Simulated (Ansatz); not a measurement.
**Ligand exchange: C5H9Br + C2H7NSi → C5H11N + C2H5BrSi**

Species: C5H9Br `BrC1CCCC1`, singlet; C2H7NSi `C=C[SiH2]N`, singlet; C5H11N (cyclopentylamine) `NC1CCCC1`, singlet; C2H5BrSi `C=C[SiH2]Br`, singlet. The partners trade Br for NH2: C–Br and Si–NH2 bonds give way to C–NH2 and Si–Br.

Shapes, held fixed at every level: PBE0-D4/def2-TZVP. Flexible molecules stand in one conformer, not always the lowest. Programs: Ansatz 0.2.0. Electronic energies: no zero-point or thermal term.

Estimate ΔE of this reaction.

The highest level, CCSD(T)/def2-TZVPP, gives ΔE = -20.8 kJ/mol; the levels span -41.7 to -20.8. The column of differences is taken from that level and isn't an error. No measured value is set beside it here. Relativity is left out for Br. Outer-core shells of Br are correlated, in sets that cover them unevenly.

| level | kind | ΔE (kJ/mol) | less CCSD(T)/def2-TZVPP |
| --- | --- | --- | --- |
| r2SCAN-D4/def2-TZVPP | meta-GGA | -25.0 | -4.2 |
| wB97M-V/def2-TZVPP | range-separated hybrid | -24.8 | -4.0 |
| B2PLYP/def2-TZVPP | double hybrid | -21.4 | -0.6 |
| MP2/def2-SVP | perturbation theory | -38.7 | -17.9 |
| CCSD(T)/def2-SVP | coupled cluster or CI | -41.7 | -20.9 |
| CCSD/def2-TZVPP | coupled cluster or CI | -22.4 | -1.6 |
| CCSD(T)/def2-TZVPP | coupled cluster or CI | -20.8 | 0.0 |
